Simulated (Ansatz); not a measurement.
```yaml
crystal:
  periodic: [false, false, false]
  atoms:
    - {symbol: O, position_ang: [-0.792207, 0.097367, -1.411038]}
    - {symbol: C, position_ang: [-0.372097, 0.522890, -0.141185]}
    - {symbol: O, position_ang: [0.604006, 1.535520, -0.218238]}
    - {symbol: Si, position_ang: [0.266542, -1.017106, 0.791644]}
    - {symbol: H, position_ang: [-1.172967, 0.853667, -1.871404]}
    - {symbol: H, position_ang: [-1.197799, 0.992352, 0.408935]}
    - {symbol: H, position_ang: [1.383748, 1.167170, -0.647320]}
    - {symbol: H, position_ang: [-0.727228, -2.119730, 0.775656]}
    - {symbol: H, position_ang: [0.567837, -0.632950, 2.194379]}
    - {symbol: H, position_ang: [1.523163, -1.450381, 0.121470]}
basis:
  gaussian: {orbitals: "6-31++G**"}
magnetization: {spin_polarized: true, initial_magnetization: 1}
hamiltonian: {xc: {name: HF}}
output: {forces: true}
```

```sh
$ ansatz run in.yaml --threads 2 --pin off --events-out ev --progress --plain --max-ram 4352MiB
```

It prints (some lines left out):

```
Error: a molecule whose nuclei and cores have a total charge of 42 cannot have a net charge of 0 together with 1 unpaired electrons
```

In this input the number of unpaired electrons doesn't fit the electron count. The program refused the input.
